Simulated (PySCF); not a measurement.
Excitation energy of Pb by level of theory

Pb [Xe] 4f14 5d10 6s2 6p2 (3P) → Pb [Xe] 4f14 5d10 6s1 6p2 6d1 (high-spin determinant), as a difference of total energies. All numbers are calculated (PySCF 2.14, scalar relativity through the core potential, in aug-cc-pwCVDZ-PP with ECP60MDF). Correlated levels: valence: 5s2 5p6 5d10 frozen; valence and next inner shell: nothing frozen outside the core potential. The calculations carry no spin-orbit coupling.

| method | excitation energy (cm⁻¹) |
| --- | --- |
| UHF | 95289 |
| LDA | 111670 |
| PBE | 108190 |
| PBE0 | 106700 |
| r2SCAN | 107530 |
| LC-wPBE | 107710 |
| M06-2X | 105780 |
| PW91 | 108500 |
| TPSSh | 107080 |
| MP2 (valence) | 100460 |
| SCS-MP2 (valence) | 102070 |
| MP2 (valence and next inner shell) | 110560 |
| SCS-MP2 (valence and next inner shell) | 110440 |

Spin-orbit coupling is strong in these open shells (close to jj coupling). The scalar numbers leave it out and a first-order estimate fails, so it can dominate the gap to the real levels.

The upper state lies above the first ionisation limit.

The promoted electron is Rydberg-like, and one or two diffuse shells describe it only roughly, which tends to raise the upper state.

In the upper state the promoted electron has a positive orbital energy at LDA, PBE, r2SCAN, PW91, TPSSh, so the basis confines it.

The determinant of the upper state mixes LS terms, which raises its energy above the lowest term, most at the Hartree-Fock and MP2 levels.
